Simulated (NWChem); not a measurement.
**Correlation energy of C2H4N**

```xyz
7

C     -1.2992     0.2369     0.0000
N     -0.1052     0.4817     0.0000
C      1.0466    -0.3813     0.0000
H     -1.8602    -0.7242     0.0000
H      1.6644    -0.1633    -0.8843
H      1.6644    -0.1633     0.8843
H      0.7834    -1.4552     0.0000
```
Charge 0, spin multiplicity 2.

All runs are NWChem calculations. All single points use one geometry, from UPBE0/def2-SVP, a minimum by its harmonic frequencies.

Basis set: 3-21G. Each correlation energy counts from its own Hartree-Fock reference.

The correlated methods keep 3 core orbitals frozen. The structure started from a generated list of species. The unpaired electrons of the parent sit in orbitals of symmetry a' (Cs labels of the run); other states weren't searched. No SCF solution was tested for a lower state. Open-shell Hartree-Fock references start from PBE0 orbitals. Coupled-cluster values serve here as a point of comparison, not as the truth.

Q: One of these methods gave a correlation energy of -317.5 mHa. Which?
(A) CCSD on UHF
(B) UMP2
(C) CCSD[T] on ROHF
(D) CCSD(T) on ROHF

A: D, CCSD(T) on ROHF. The others give -319.2 (CCSD[T] on ROHF), -266.2 (UMP2), -302.7 (CCSD on UHF).
